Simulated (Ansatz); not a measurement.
System: iminoborane, sum formula BNH2, charge 0, multiplicity 1. 
Structure (B3LYP-D3(BJ)/def2-TZVP (Ansatz, a quantum-chemistry and plane-wave program) minimum search):
SMILES: B=N
```xyz
4

B      0.0000     0.0000    -0.6920
N      0.0000     0.0000     0.5409
H      0.0000     0.0000    -1.8589
H      0.0000     0.0000     1.5327
```
Charge 0, spin multiplicity 1.

Basis-set convergence of Hartree-Fock and CCSD(T) correlation energies (hartree) with Ansatz. Valence correlation only, unless marked. No spin-orbit coupling. No relativistic terms.

| basis | functions | E(HF) | E(corr, CCSD(T)) |
|---|---|---|---|
| cc-pVDZ | 38 | -80.30084 | -0.27427 |
| cc-pVTZ | 88 | -80.32613 | -0.32973 |
| cc-pVQZ | 170 | -80.33254 | -0.34784 |

Extrapolating the two largest sets (X = 3 and 4) as X^-3: E(corr) = (64·(-0.34784) - 27·(-0.32973))/37 = -0.3611 Eh, an estimate of the basis-set limit. The largest set recovers 96.3 % of it, the smallest 76.0 %.
